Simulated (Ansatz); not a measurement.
`[CH3][In]([NH2])[CH]=O`, relaxed with RKS PBE0-D4/def2-TZVP in the Gaussian-basis code of Ansatz from a GFN2-xTB geometry. The force threshold is 0.005 eV/Å; the program also tests the step.

The species carries charge 0 and has multiplicity 1. In takes the def2 core potential.

Start:

```xyz
11

C    -1.746   -0.976    0.822
In    0.018    0.115   -0.060
N     1.098   -0.748   -1.582
C     1.258    1.924    0.652
O     0.992    2.592    1.607
H    -1.730   -1.985    0.414
H    -2.676   -0.480    0.550
H    -1.656   -1.009    1.906
H     1.641   -0.157   -2.202
H     0.624   -1.426   -2.165
H     2.177    2.149    0.056
```

Problem. By how much does the energy fall, and how many steps does the optimiser take? (Estimate.)

Solution. Ansatz gave: 12.53 kJ/mol, in 27 steps, 6 of them rejected.

Problem. Which bonds change most? (An estimate is asked.)

Solution. Ansatz gave: C1–In2 from 2.255 to 2.142 Å; In2–C4 from 2.305 to 2.225 Å; In2–N3 from 2.056 to 2.019 Å; N3–H9 from 1.014 to 1.007 Å.

Problem. Give the relaxed structure. (An estimate is asked.)

Solution. The calculation gave: 
```xyz
11

C    -1.637   -0.914    0.793
In    0.085    0.071   -0.016
N     0.929   -0.697   -1.682
C     1.180    1.881    0.674
O     0.885    2.479    1.673
H    -1.739   -1.908    0.359
H    -2.532   -0.333    0.565
H    -1.551   -0.999    1.877
H     1.735   -0.313   -2.146
H     0.598   -1.518   -2.162
H     2.046    2.251    0.066
```
